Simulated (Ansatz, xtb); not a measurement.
C4H7FO3: which of two isomers lies lower

We compare I, `COC(=O)O[C@H](C)F`, a singlet, with II, `CO[C@H](F)OC(C)=O`, a singlet. Both are isolated molecules in the gas phase, relaxed with r2SCAN-D4/def2-SVP; the shapes shown needn't be the lowest conformers.

I (Å):

```xyz
15

C     1.4827    0.9202   -2.6577
C    -0.3233    0.7130   -1.2126
C    -2.2896    0.4880    0.0352
C    -3.4216   -0.4928    0.1395
F    -2.7860    1.7633   -0.0739
O     0.1543    0.4484   -2.4261
O     0.2541    1.2925   -0.3293
O    -1.5708    0.1991   -1.1461
H     1.5316    2.0126   -2.5373
H     2.1882    0.4543   -1.9537
H     1.7252    0.6362   -3.6881
H    -1.5981    0.4788    0.8937
H    -4.0467   -0.4252   -0.7624
H    -3.0331   -1.5167    0.2317
H    -4.0332   -0.2577    1.0214
```

II (Å):

| atom | x (Å) | y (Å) | z (Å) |
| --- | --- | --- | --- |
| C | -1.0298 | 1.8046 | -2.7240 |
| C | -2.4402 | 0.4193 | -1.4934 |
| C | -0.6004 | -0.4424 | -0.2240 |
| C | 0.0086 | -0.3834 | 1.1444 |
| F | -3.7239 | 0.3210 | -1.1120 |
| O | -2.3020 | 1.6135 | -2.1319 |
| O | -1.6714 | 0.4013 | -0.2953 |
| O | -0.2191 | -1.1201 | -1.1449 |
| H | -1.0949 | 2.7185 | -3.3272 |
| H | -0.7533 | 0.9540 | -3.3728 |
| H | -0.2445 | 1.9352 | -1.9584 |
| H | -2.1542 | -0.4482 | -2.1171 |
| H | 0.9125 | -1.0021 | 1.1755 |
| H | 0.2422 | 0.6588 | 1.4073 |
| H | -0.7227 | -0.7427 | 1.8846 |

Task: Estimate which is lower in electronic energy at CCSD(T)/def2-SVP + ΔMP2/def2-TZVPP, and by roughly how much.

Result: The CCSD(T)/def2-SVP + ΔMP2/def2-TZVPP calculation puts structure I lower, by 0.356 eV.

The same difference at several levels:

```csv
level,geometry,E(II) − E(I) (eV),departure from the last row (eV),"job, with rough time for the two"
GFN2-xTB,GFN2-xTB,+0.563,+0.207,"optimisation, 0.25 s"
HF/STO-3G,GFN2-xTB,+0.259,−0.097,"single point, 0.4 s"
r2SCAN-D4/def2-SVP//GFN2-xTB,GFN2-xTB,+0.396,+0.040,"single point, 3.8 s"
r2SCAN-D4/def2-SVP,r2SCAN-D4/def2-SVP,+0.392,+0.036,"optimisation, 55 s"
HF/def2-SVP,r2SCAN-D4/def2-SVP,+0.434,+0.078,part of the CCSD(T) run
MP2/def2-SVP,r2SCAN-D4/def2-SVP,+0.415,+0.059,part of the CCSD(T) run
CCSD(T)/def2-SVP,r2SCAN-D4/def2-SVP,+0.392,+0.036,single point
CCSD(T)/def2-SVP + ΔMP2/def2-TZVPP,r2SCAN-D4/def2-SVP,+0.356,,"single point, 2 min"
```

As drawn, both hold the same kinds of bond in the same numbers.

The levels shown agree on the order. The largest departure from CCSD(T)/def2-SVP + ΔMP2/def2-TZVPP is that of GFN2-xTB, 0.207 eV. The last row adds to CCSD(T) the change of the MP2 difference between the two basis sets, here −0.036 eV.

With thermal terms from frequencies at re-optimised GFN2-xTB minima (ideal gas, soft modes damped towards free rotors, one conformer each, 298.15 K, 1 atm): the zero-point term adds −0.026 eV; ΔH is +0.335 and ΔG +0.317 eV.

The correlated steps freeze 8 core orbitals. Run with Ansatz 0.2.0, xtb 6.7.1; the last row on 4 threads of Arm Neoverse V1 on a shared host.
